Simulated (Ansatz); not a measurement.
Reaction (redistribution): `[F][AlH][SeH]` + `CO[SiH2]B(O)F` → `O[B](F)[AlH][F]` + `CO[SiH2][SeH]`

Gas-phase electronic energies from Ansatz, PBE0-D4/def2-TZVP geometries. CBS: MP2 limit from def2 TZ/QZ plus the TZ coupled-cluster correction, frozen cores. DFT in def2-TZVPP. For Se outer-core shells are correlated without core-valence functions, which leaves a few kJ/mol of doubt a bond. Scalar relativity is left out up to krypton. One conformer a species, not always the lowest.

(1) Is it downhill or uphill in electronic energy at CCSD(T)/CBS, and by how much? (Estimate.)

(2) What do these levels give: PBE-D4, ωB97M-V, B2PLYP, PBE0, SCS-MP2/def2-QZVPP, CCSD/CBS(def2)? (Best estimate.)

Largest T1 diagnostic among the species: 0.014.

## Answers

(1) The calculation gave: Uphill: ΔE = +71.1 kJ/mol.

(2) Ansatz gave: PBE-D4 68.4, ωB97M-V 70.0, B2PLYP 71.6, PBE0 70.9, SCS-MP2/def2-QZVPP 70.5, CCSD/CBS(def2) 71.4 kJ/mol.
